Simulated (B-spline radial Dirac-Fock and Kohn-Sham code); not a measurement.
Relativistic shifts of the levels of Ho³⁹⁺

System: the Ho³⁹⁺ ion, 1s2 2s2 2p6 3s2 3p6 3d10.

Both columns are ΔSCF binding energies of the configuration average from a radial B-spline solver: non-relativistic Hartree-Fock with a point nucleus, and Dirac-Fock with a finite nucleus and the Coulomb interaction alone, averaged over the two j levels with weights 2j+1.

```csv
shell,Hartree-Fock (eV),Dirac-Fock (eV),shift (eV),shift (%)
1s,53988.1,57667.1,+3679.01,+6.81
2s,10209.6,11183.5,+973.95,+9.54
2p,9806.4,10135.6,+329.21,+3.36
3s,3538.6,3791.8,+253.19,+7.16
3p,3359.3,3461.3,+101.99,+3.04
3d,3036.2,3036.9,+0.66,+0.02
```

Relativity binds 1s, 2s, 2p, 3s, 3p, 3d more strongly, among those listed most of all 2s in relative terms.

Values without a named source are computed, but for edge energies of neutral atoms, which are taken from tables.
